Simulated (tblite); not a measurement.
Species: C₄H₉FOSi.
Z-matrix (Å and degrees, GFN2-xTB geometry), rows numbered from 1:
```
C 
O   1  1.3989
Si  2  1.6157  1  129.17
C   3  1.9143  2  120.67  1   -92.50
C   4  1.5417  3   90.47  2  -117.13
C   5  1.5357  4   99.93  3    14.56
F   6  1.3858  3  117.35  2  -114.63
H   1  1.0915  2  110.42  3    69.17
H   1  1.0913  2  110.69  3   -51.36
H   1  1.0899  2  107.87  3  -171.20
H   3  1.4606  2  113.45  1    49.46
H   4  1.0867  3  119.68  2   125.55
H   4  1.0892  3  114.04  2    -3.63
H   5  1.0885  4  110.83  3   -99.81
H   5  1.0888  4  114.36  3   137.00
H   6  1.0923  3  117.48  2    12.83
```

Level: GFN2-xTB in tblite, geometry and Hessian alike; calculated harmonic values, unscaled, isolated species. Against measured fundamentals such values can be off by several per cent, at times by over 20. Modes of hydrogen on silicon can be 10 to 20 % off. One conformer, not necessarily the lowest.

Harmonic wavenumbers (cm⁻¹): 66.3, 84.6, 102.6, 110.6, 188.0, 240.0, 284.5, 407.1, 472.6, 579.7, 657.5, 690.6, 711.3, 728.8, 824.3, 883.9, 964.4, 1028.7, 1063.0, 1083.9, 1127.0, 1130.8, 1156.7, 1162.2, 1196.6, 1218.4, 1263.9, 1303.0, 1410.2, 1465.6, 1474.7, 1481.2, 1485.0, 2282.9, 2945.1, 2963.6, 2974.5, 2990.1, 2998.4, 3003.9, 3016.4, 3025.6.

A = 3922, B = 1374, C = 1122 MHz; mass 120.041 u (most abundant isotopes); point group C1, symmetry number 1.

Q: What is the zero-point energy?

A: ½Σν̃ = 27124 cm⁻¹ = 324.48 kJ/mol.

Q: Entropy at 500 K, 1 bar (ideal gas, RRHO, classical rotation)?

A: Translation 179.31, rotation 125.13, vibration 173.55: S = 478.0 J/(mol K).

Q: And Cp and H(500 K) − H(0)?

A: Cp = 202.18 J/(mol K), of which vibrations give 168.93 (their classical limit is 42 R = 349.2); H(500 K) − H(0) = 60.64 kJ/mol without the zero-point energy, 44.01 from vibrations.

Q: Blend soft modes into free rotors: weight 1/[1 + (100 cm⁻¹/ν̃)⁴] for the oscillator and the rest for a rotor with moment μB/(μ + B), μ = h/(8π²ν), B = 10⁻⁴⁴ kg m². What vibrational entropy results?

A: 160.78 J/(mol K) in place of 173.55, which changes −T·S at 500 K by +6.39 kJ/mol.

Q: What must be added to the electronic energy to get the Gibbs energy at 500 K and 1 bar?

A: ZPE + [H(500 K) − H(0)] − T·S = 324.48 + 60.64 − 239.00 = 146.12 kJ/mol.

Q: How do the functions run with temperature in this model?

A: 
```json
{"T (K)": "50", "S (J/(mol K))": "238.3", "Cp (J/(mol K))": "54.3", "H − H(0) (kJ/mol)": "2.04", "G − H(0) (kJ/mol)": "-9.88", "ln q(vib)": "0.35"}
{"T (K)": "100", "S (J/(mol K))": "282.6", "Cp (J/(mol K))": "74.0", "H − H(0) (kJ/mol)": "5.29", "G − H(0) (kJ/mol)": "-22.97", "ln q(vib)": "1.45"}
{"T (K)": "298.15", "S (J/(mol K))": "390.8", "Cp (J/(mol K))": "137.7", "H − H(0) (kJ/mol)": "26.03", "G − H(0) (kJ/mol)": "-90.49", "ln q(vib)": "5.95"}
{"T (K)": "373.15", "S (J/(mol K))": "424.5", "Cp (J/(mol K))": "163.8", "H − H(0) (kJ/mol)": "37.34", "G − H(0) (kJ/mol)": "-121.07", "ln q(vib)": "7.58"}
{"T (K)": "750", "S (J/(mol K))": "570.9", "Cp (J/(mol K))": "255.6", "H − H(0) (kJ/mol)": "118.39", "G − H(0) (kJ/mol)": "-309.81", "ln q(vib)": "15.44"}
{"T (K)": "1000", "S (J/(mol K))": "649.5", "Cp (J/(mol K))": "290.3", "H − H(0) (kJ/mol)": "186.92", "G − H(0) (kJ/mol)": "-462.63", "ln q(vib)": "20.25"}
```

q(vib) and H(0) count from the zero-point level.

Hindered rotation and anharmonicity are outside this model. Other conformers, if any are populated, would add a mixing term that is left out. The structure is chiral; the term R ln 2 for an equal mix with its mirror image is left out.
